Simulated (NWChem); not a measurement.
**Correlation energy of FNa**

```
Na
F 1 1.8883
```
Charge 0, spin multiplicity 1.

All runs are NWChem calculations. Structure: optimised with PBE0/def2-SVP, a minimum by its harmonic frequencies.

Basis set: cc-pVQZ. Each correlation energy counts from its own Hartree-Fock reference.

```csv
method,correlation energy (mHa)
CR-CCSD[T],-323.2
MP2,-318.3
CR-CCSD(T),-322.5
SCS-MP2,-311.7
CCSD,-314.0
```

The values span 11.4 mHa, from CR-CCSD[T] (lowest) to SCS-MP2 (highest). 

The correlated methods keep 2 core orbitals frozen. The structure started from a generated list of species. Coupled-cluster values serve here as a point of comparison, not as the truth.
